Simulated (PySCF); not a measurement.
How methods differ on the ionisation energy of Sm²⁹⁺

Sm²⁹⁺ [Ar] 3d10 4s2 4p3 [4p1/2^2 4p3/2^1, M_J = 3/2] → Sm³⁰⁺ [Ar] 3d10 4s2 4p2 [4p1/2^2, M_J = 0], as a difference of total energies. All numbers are calculated (PySCF 2.14, the two-component X2C-1e Hamiltonian, in an even-tempered Gaussian basis (17 s from 2.6 bohr⁻², ratio 2.8; 13 p from 3.4 bohr⁻², ratio 2.8; 8 d from 6 bohr⁻², ratio 2.8; 4 f from 16 bohr⁻², ratio 3)). Correlated levels: [Ne] frozen; the 74 highest virtual spinors dropped. "Screened" scales the spin-orbit matrix elements by Boettger's factors to mimic the two-electron term; Breit and QED terms are absent.

| method | ionisation energy (eV) |
| --- | --- |
| GHF (spin-free) | 1114.9 |
| GMP2 (spin-free) | 1115.8 |
| GHF (screened spin-orbit) | 1098.4 |
| GMP2 (screened spin-orbit) | 1099.3 |

Breit and QED terms and the two-electron picture change are absent.

The spin-free rows relax to the high-spin LS determinant and lack the spin-orbit shift.

The labels give the starting determinants; with spin-orbit coupling the two ends relaxed to ⟨J²⟩ = 3.75, ⟨L²⟩ = 2.29, ⟨S²⟩ = 1.66 and ⟨J²⟩ = 0.00, ⟨L²⟩ = 1.35, ⟨S²⟩ = 1.35.

For comparison: 1103 ± 4 eV (theoretical estimate listed by NIST; NIST Atomic Spectra Database, ionization energies).
